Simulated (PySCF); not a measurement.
# Electronic structure of In³⁷⁺ (indium, charge +37) at the UHF level

Configuration: [Ne] 3s2, closed-shell 1S. All numbers are calculated (PySCF 2.14, scalar relativity by spin-free X2C-1e, in an even-tempered Gaussian basis (18 s from 6.6 bohr⁻², ratio 2.5; 12 p from 8.6 bohr⁻², ratio 2.5; 4 d from 32 bohr⁻², ratio 2.7; 4 f from 48 bohr⁻², ratio 2.7)).

- Total energy: -4703.556004 hartree
- One-electron energy: -5196.4256 hartree
- Hartree (Coulomb) energy: 582.2465 hartree
- Exchange energy: -89.3768 hartree
- ⟨S²⟩: 0.0000
- ⟨L²⟩: 0.000
- Sum of ⟨r⟩: 1.580 bohr
- Sum of ⟨r²⟩: 0.3421 bohr²

```json
{"shell": "1s", "electrons": "2", "mean orbital energy (eV)": "-30340.0", "rms radius, mean of both spins (bohr)": "0.0340"}
{"shell": "2s", "electrons": "2", "mean orbital energy (eV)": "-6420.7", "rms radius, mean of both spins (bohr)": "0.136"}
{"shell": "2p", "electrons": "6", "mean orbital energy (eV)": "-5993.4", "rms radius, mean of both spins (bohr)": "0.121"}
{"shell": "3s", "electrons": "2", "mean orbital energy (eV)": "-2548.4", "rms radius, mean of both spins (bohr)": "0.328"}
```

Densities and radii are taken from the X2C orbitals without a picture-change correction, which distorts them close to the nucleus.

Spin-orbit constants ζ (cm⁻¹) from the X2C one-electron operator on these orbitals: bare nucleus, nucleus screened by l(l+1)(2l+1)/3 electrons, and screened by the Breit-Pauli mean field of the electrons.

```
shell     bare  screened nucleus  mean field
   2p  1170000           1122000     1104000
```
